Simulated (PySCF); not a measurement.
A species of formula C6H6F2O has this rotational fingerprint, computed with PBE0/def2-SVPD in PySCF (dipole) on a GFN2-xTB geometry, gas phase:

```
Rotational constants : A = 3446, B = 1114, C = 911.6 MHz
Dipole components    : |μa| = 1.90 D, |μb| = 1.33 D, |μc| = 1.22 D
Inertial defect      : -45.94 u·Å²
κ                    : -0.84
```

Question: Which candidate fits, each taken in the one conformer that was computed?
A. `[F:1][CH:2]([F:3])[C:4]1=[CH:5][O:6][CH:7]=[CH:8][CH2:9]1` with F1–C2–C4–C5 -105°
B. `[F:1][CH:2]([F:3])[O:4][CH:5]1[CH:6]=[CH:7][CH:8]=[CH:9]1` with F1–C2–O4–C5 -170°, C2–O4–C5–C6 77°
C. `CC1=C(F)OC(F)=CC1`

Answer: A. It is FC(F)C1=COC=CC1, an asymmetric top, point group C1. The candidates at the same level (rigid rotor, commonest isotopes):

```
           SMILES  A (MHz)  B (MHz)  C (MHz)  μa (D)  μb (D)  μc (D)  Δ (u·Å²)  point group                        rotor
  FC(F)OC1C=CC=C1     4401    882.2    852.6    2.83    1.06    1.14    -94.93           C1  near-prolate asymmetric top
CC1=C(F)OC(F)=CC1     2857     1344    924.4    1.36    2.68    0.00     -6.24           Cs               asymmetric top
  FC(F)C1=COC=CC1     3446     1114    911.6    1.90    1.33    1.22    -45.94           C1               asymmetric top
```

`FC(F)OC1C=CC=C1` has A 28 % too high; `CC1=C(F)OC(F)=CC1` has B 21 % too high. No structure here is proved a minimum.
